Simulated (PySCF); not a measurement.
# Energy of Co²⁺ (cobalt, charge +2) between two integer charges

The 3d beta orbital of [Ar] 3d7 is emptied in steps (occupation f), with all orbitals relaxed, ending at [Ar] 3d6. All numbers are calculated (PySCF 2.14, the non-relativistic Hamiltonian (point nucleus), in aug-pcseg-2). The exact energy is a straight line in f; departures are measured from the line between the end points of the same method.

```csv
f,PBE0 (eV),r2SCAN (eV),LC-wPBE (eV)
1,0.000,0.000,0.000
0.9,-0.494,-0.694,-0.272
0.7,-1.162,-1.627,-0.645
0.5,-1.392,-1.943,-0.779
0.3,-1.176,-1.635,-0.663
0.1,-0.506,-0.700,-0.287
0,0.000,0.000,0.000
```

Q: For r2SCAN, how does the orbital energy at f = 1 compare with the removal energy?

A: −ε = 26.270 eV against a total-energy difference of 33.966 eV. By Janak's theorem ε = ∂E/∂f, so the gap between them reflects the curvature. Along the path −ε is 27.777 (f = 0.9), 30.835 (f = 0.7), 33.942 (f = 0.5), 37.075 (f = 0.3), 40.198 (f = 0.1) eV.

```csv
method,E(f=0) − E(f=1) (eV),−ε at f=1 (eV),−ε at f=0.5 (eV)
PBE0,33.893,28.421,33.852
r2SCAN,33.966,26.270,33.942
LC-wPBE,34.234,31.239,34.179
```

Reference removal energy between the ground levels: 33.5 ± 0.06 eV (semi-empirical (NIST evaluation); NIST Atomic Spectra Database, ionization energies). The calculation has no spin-orbit coupling. The determinant left behind need not be the lowest term of the ion.
